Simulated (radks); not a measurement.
Polarisability of the phosphorus ion P3+, [Ne] 3s2, at imaginary frequency. Method: non-relativistic Kohn-Sham, LDA (Slater exchange, Perdew-Wang correlation), spin-unpolarised, spherical densities, point nucleus; computed with a radial shooting solver on a logarithmic mesh with Libxc functionals. Response by self-consistent Sternheimer equations with the Hartree and adiabatic LDA kernel.

| w (hartree) | alpha1(iw) (bohr^3) | alpha2(iw) (bohr^5) |
|---|---|---|
| 0.00266 | 6.485 | 13.60 |
| 0.0143 | 6.480 | 13.60 |
| 0.0360 | 6.451 | 13.58 |
| 0.0697 | 6.357 | 13.52 |
| 0.118 | 6.130 | 13.37 |
| 0.186 | 5.674 | 13.04 |
| 0.280 | 4.900 | 12.39 |
| 0.413 | 3.827 | 11.23 |
| 0.605 | 2.642 | 9.380 |
| 0.892 | 1.612 | 6.920 |
| 1.35 | 0.8886 | 4.328 |
| 2.12 | 0.4559 | 2.234 |
| 3.59 | 0.2226 | 0.9266 |
| 6.94 | 0.09639 | 0.2880 |
| 17.5 | 0.02500 | 0.05230 |

Static values: alpha1 = 6.485 bohr^3 (0.9610 angstrom^3; uncoupled 11.00), alpha2 = 13.60 bohr^5, alpha3 = 46.07 bohr^7. C6 = 16.05, C8 = 217.6, triple-dipole C9 = 76.39 atomic units. One-pole (London) frequency 4 C6 / (3 alpha1^2) = 0.509 hartree, against 1.677 for minus the highest occupied eigenvalue. The dipole shielding factor is 0.800, as the force sum rule N/Z = 0.800 demands.
